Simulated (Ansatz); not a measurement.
A search over several starts for the lowest SCF solution of Sr₂O₃⁻ at the given spin, in a small basis.

```yaml
crystal:
  periodic: [false, false, false]
  atoms:
    - {symbol: Sr, position_ang: [-1.085777, 0.325518, -1.200655]}
    - {symbol: Sr, position_ang: [0.665765, 0.010294, 1.510954]}
    - {symbol: O, position_ang: [1.173668, -0.017370, -0.760271]}
    - {symbol: O, position_ang: [0.426756, -1.263012, -0.422226]}
    - {symbol: O, position_ang: [-1.180403, 0.944571, 0.872199]}
basis:
  gaussian: {orbitals: def2-SVP}
total_charge: -1
magnetization: {spin_polarized: true, initial_magnetization: 1}
hamiltonian: {xc: pbe0, dispersion: d4}
output: {orbitals: {seedname: orbitals}}
```

```sh
$ ansatz run in.yaml --threads 4 --pin off --events-out ev --progress --plain --max-ram 3916MiB
```

Shortened log:

```
Functional definition: PBE0
852 factors; integrals over basis functions are off by at most 2.6e-4 eV
mean field evaluation 1: about -7795.7357 eV, gradient 3.6e1 eV
mean field evaluation 2: about -7578.4454 eV, gradient 1.1e2 eV
mean field evaluation 4: about -7798.4638 eV, gradient 2.6e1 eV
mean field evaluation 8: about -7801.8143 eV, gradient 7.1e-1 eV
mean field evaluation 16: about -7802.2999 eV, gradient 1.8e-2 eV
mean field evaluation 32: about -7802.1567 eV, gradient 8.1e-1 eV
mean field -7802.29985556 eV, -286.7292311031 hartree, gradient 4.3e-5 eV, S^2 0.752284; 3 other end points of the search recorded, 0 dependent functions left out
reference -7802.29988538 eV, -286.7292321988 hartree; 23, 22 occupied and 65, 66 virtual orbitals, 852 factors
Total energy: -7802.42500469 eV, -286.7338302489 hartree
```

Run time 4.8 s (4 threads of Arm Neoverse V2 on a shared host).

Other converged states that the search met: 0.06 eV higher (⟨S²⟩ = 0.75).

In the def2 sets Sr takes a core potential; there is no spin–orbit coupling. The structure holds one bond between oxygen atoms, so isomers without such links may lie far lower. The highest occupied level of the charge -1 doublet lies above zero (up to 0.76 eV). By energy differences its removal costs 0.24 eV (vertical, to the charge 0 singlet, at PBE0-D4/def2-TZVPD). The structure comes from a short search, and lower isomers may exist.
